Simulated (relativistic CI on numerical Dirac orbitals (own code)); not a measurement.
Computed by Dirac-Coulomb-Breit CI, KLI orbitals optimised for each configuration, a model potential for QED, unscaled Slater integrals (own radial code, finite nucleus).

The strongest absorption lines from the ground level of an ion, among the configurations computed and to levels below about 2570 eV (vacuum wavelength in nm, gf): 0.53748 (0.41), 0.54963 (0.54), 0.55092 (1.5), 0.55093 (0.69), 0.55191 (3.3), 0.55296 (0.8), 0.56787 (3), 0.57046 (0.93).

(1) Which ion is it?
A. Ge²⁴⁺
B. Sr³⁰⁺
C. Br²⁷⁺
D. Nb³³⁺

## Answers

(1) B. Sr³⁰⁺ has 8 electrons and the ground level 2s2 2p4 3P_2; the strongest line goes to 2s2 2p3 3d 3D°_3. The pattern of lines fixes the number of electrons, and along that sequence the line energies rise steadily with the charge (about as its square where n changes within one kind of shell, about linearly where n is kept but much faster in heavy ions where fine structure, which grows about as Z⁴, sets the gap, and irregularly where shells cross), which fixes Z. Configurations outside the model, such as inner-shell arrays, can give stronger lines. At this charge energies of transitions that change n are usually good to better than 1 %, and those within a shell (Δn = 0) to a few per cent.

LS names give the leading component of a level, which can be under half, so a name can repeat, a term be missing and a line seem to break the LS rules.
